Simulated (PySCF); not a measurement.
# Relaxation of quintet W(OH)2

Method: PySCF, UPBE0, basis W def2-SVP with ECP60, O def2-SVP, H def2-SVP (scalar-relativistic core potentials, no spin–orbit coupling, density fitting). A (50,194) grid was used.

A hand-made linear (heavy-atom frame) start, of C2h symmetry, held to at least that symmetry:

```xyz
5
charge 0 multiplicity 5, angstrom
W     0.0000    0.0000    0.0000
O     0.0000    0.0000    2.0000
O     0.0000    0.0000   -2.0000
H    -0.7354    0.0000    2.6171
H     0.7354    0.0000   -2.6171
```

(1) What does it relax to?

(2) How much energy is released, and in how many steps?

Answers

(1) It ends at C2h with O–H 0.965 Å (×2), W–O 1.933 Å (×2); H–O–W 129.4° (×2), O–W–O 180.0° (after a last refinement on a finer grid). A frequency run shows 1 imaginary mode, down to 106i cm⁻¹, so it is a saddle point.

(2) 12.0 kJ/mol in 6 steps.

With open d or f shells other occupations or spin states may lie lower. At this level a triplet minimum of D∞h symmetry lies 53 kJ/mol below this structure. Spin–orbit coupling, left out here, can matter for elements this heavy.

The relaxation took about 30 core-seconds on a shared host.
